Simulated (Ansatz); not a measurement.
Molecular dynamics, step by step

SnNH7, closed shell, PBE0-D4/def2-SVP (Ansatz 0.2.0). Settings (timestep in fs, temperature in K; T counts 21 degrees of freedom):

```yaml
hamiltonian: {xc: pbe0, dispersion: d4}
md: {n_steps: 40, timestep: 0.5, temperature: 700, ensemble: nve, seed: 441, initial_velocities: maxwell_boltzmann}
```

Start, the saddle point found with PBE0-D4 in triple zeta (not stationary at another level):

Sn1  (-0.887, -0.461, -0.137)
H2  (0.942, -1.196, 0.877)
H3  (-0.692, -1.793, -1.176)
H4  (-1.656, -0.693, 1.361)
H5  (-1.853, 0.692, -1.004)
H6  (1.222, -0.181, 0.542)
N7  (0.857, 0.850, -0.044)
H8  (0.762, 1.700, 0.506)
H9  (1.305, 1.082, -0.925)
(Å)

```csv
step,time (fs),potential energy less the start (meV),kinetic energy (meV),T (K)
0,0.00,0.0,633.4,700
2,1.00,29.3,604.3,668
4,2.00,102.6,531.8,588
6,3.00,172.9,462.1,511
8,4.00,204.2,430.7,476
10,5.00,199.4,435.0,481
12,6.00,192.9,441.0,487
14,7.00,209.4,424.8,470
16,8.00,233.8,400.8,443
18,9.00,246.9,387.4,428
20,10.00,260.6,373.6,413
22,11.00,281.5,353.1,390
24,12.00,286.7,348.3,385
26,13.00,249.2,385.9,426
28,14.00,164.7,470.0,519
30,15.00,53.7,580.5,642
32,16.00,-62.9,697.2,770
34,17.00,-185.4,819.6,906
36,18.00,-312.9,946.6,1046
38,19.00,-418.2,1051.5,1162
40,20.00,-485.8,1119.6,1237
```

Step 2, positions (Å) and forces (eV/Å):

| atom | x | y | z | Fx | Fy | Fz |
| --- | --- | --- | --- | --- | --- | --- |
| Sn1 | -0.886 | -0.461 | -0.138 | 0.060 | -0.169 | 0.017 |
| H2 | 0.925 | -1.217 | 0.870 | 0.103 | 0.027 | -0.075 |
| H3 | -0.728 | -1.781 | -1.173 | 0.058 | -0.282 | -0.189 |
| H4 | -1.607 | -0.669 | 1.358 | -0.261 | -0.067 | 0.427 |
| H5 | -1.851 | 0.657 | -1.001 | -0.236 | 0.332 | -0.208 |
| H6 | 1.230 | -0.187 | 0.538 | -0.087 | 0.103 | 0.073 |
| N7 | 0.852 | 0.852 | -0.037 | 0.257 | 0.669 | 0.469 |
| H8 | 0.787 | 1.748 | 0.489 | 0.004 | -0.664 | -0.332 |
| H9 | 1.307 | 1.048 | -0.927 | 0.102 | 0.050 | -0.180 |

Step 12, positions (Å) and forces (eV/Å):

```csv
atom,x,y,z,Fx,Fy,Fz
Sn1,-0.884,-0.462,-0.140,-0.124,-0.435,0.321
H2,0.872,-1.299,0.806,0.355,0.384,-0.390
H3,-0.896,-1.788,-1.197,0.145,-0.368,-0.074
H4,-1.418,-0.566,1.442,-0.451,-0.071,0.377
H5,-1.899,0.567,-1.031,-0.295,0.646,-0.227
H6,1.239,-0.189,0.538,-0.442,0.432,0.179
N7,0.833,0.871,-0.001,1.222,-0.716,-0.936
H8,0.901,1.829,0.341,-0.243,0.118,0.365
H9,1.309,0.884,-0.920,-0.168,0.010,0.385
```

Step 22, positions (Å) and forces (eV/Å):

```json
{"atom": "Sn1", "x": "-0.883", "y": "-0.463", "z": "-0.143", "Fx": "-1.474", "Fy": "-0.927", "Fz": "0.522"}
{"atom": "H2", "x": "0.887", "y": "-1.301", "z": "0.658", "Fx": "-0.163", "Fy": "0.130", "Fz": "-0.346"}
{"atom": "H3", "x": "-1.031", "y": "-1.865", "z": "-1.229", "Fx": "0.099", "Fy": "0.341", "Fz": "0.490"}
{"atom": "H4", "x": "-1.330", "y": "-0.481", "z": "1.587", "Fx": "-0.222", "Fy": "-0.026", "Fz": "-0.993"}
{"atom": "H5", "x": "-1.994", "y": "0.608", "z": "-1.097", "Fx": "0.618", "Fy": "-0.120", "Fz": "0.529"}
{"atom": "H6", "x": "1.165", "y": "-0.084", "z": "0.576", "Fx": "0.252", "Fy": "0.835", "Fz": "0.133"}
{"atom": "N7", "x": "0.831", "y": "0.881", "z": "0.025", "Fx": "0.896", "Fy": "0.457", "Fz": "-0.294"}
{"atom": "H8", "x": "0.967", "y": "1.895", "z": "0.244", "Fx": "-0.297", "Fy": "-0.889", "Fz": "0.169"}
{"atom": "H9", "x": "1.299", "y": "0.722", "z": "-0.867", "Fx": "0.291", "Fy": "0.199", "Fz": "-0.210"}
```

Last step (40):

```tsv
atom	x (Å)	y (Å)	z (Å)
Sn1	-0.8867	-0.4724	-0.1444
H2	0.7433	-1.2968	0.1765
H3	-1.2764	-1.8715	-1.0603
H4	-1.3503	-0.3515	1.4409
H5	-1.8279	0.6742	-0.9724
H6	1.2771	0.4168	0.8760
N7	0.8637	0.9153	0.0350
H8	0.9949	1.9217	0.2359
H9	1.3952	0.6011	-0.7606
```

Hardware: 2 CPU threads, shared host. Wall time about 40 s.
